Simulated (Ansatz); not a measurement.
Frontier orbitals of C2H9GaGeO, SMILES `[CH3][GeH2][O][CH2][GaH2]`.

Charge 0, multiplicity 1. Correlated methods include outer-core shells of Ga, Ge, which these sets cover unevenly. Scalar relativity is left out up to krypton. All single points use the PBE0-D4/def2-TZVP geometry. It is one conformer, not always the lowest. Basis def2-TZVPP, Ansatz.

```csv
functional,HOMO (eV),LUMO (eV),gap (eV)
PBE,-5.70,-1.46,4.24
PBE0,-6.90,-0.63,6.27
BHLYP,-8.04,0.16,8.20
ωB97M-V,-9.13,1.06,10.19
```

Against PBE, PBE0 changes HOMO and LUMO by −1.20 and +0.83 eV, ωB97M-V by −3.44 and +2.52 eV. A gap of 4.24 eV thus becomes 10.19 eV for the same molecule, so an orbital gap means little without its functional. A positive LUMO is unbound and depends on the basis.
